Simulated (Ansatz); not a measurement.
Gas-phase electronic energies from Ansatz, PBE0-D4/def2-TZVP geometries. CCSD(T)/CBS is the MP2 limit (def2-TZVPP, def2-QZVPP) plus CCSD(T) − MP2 in def2-TZVPP, frozen cores. This one scheme is used for every species. DFT in def2-TZVPP. B3LYP here is the variant with VWN-RPA as its local correlation; programs differ in this. def2 core potentials past Kr. For In outer-core shells are correlated without core-valence functions, which leaves a few kJ/mol of doubt a bond. Each species was taken in one conformer, which may not be the lowest.

`[SH][InH][SH]` + H₂O → `[OH][InH][SH]` + H₂S  (formal hydrolysis of the In–S bond)

```tsv
level	ΔE (kcal/mol)	difference from CCSD(T)/CBS
PBE-D4	14.9	0.0
PBE0-D4	16.6	1.7
ωB97X-V	13.8	-1.1
ωB97M-V	14.7	-0.2
PBE	14.4	-0.5
r2SCAN	14.5	-0.4
B3LYP	13.6	-1.3
CCSD(T)/def2-TZVPP	14.6	-0.3
CCSD(T)/def2-QZVPP	14.5	-0.4
MP2/CBS(def2)	15.7	0.8
CCSD(T)/CBS	14.9	0
```

Largest T1 diagnostic among the species: 0.016.

The D4 term adds +0.9 kcal/mol with B3LYP and +0.5 kcal/mol with PBE0; it sums over pairs of atoms, weighted by their polarisabilities, and B3LYP, whose exchange is more repulsive, gets the larger term. From PBE to PBE0 (25 % exact exchange), in def2-TZVPP and without D4, ΔE moves by +1.7 kcal/mol.
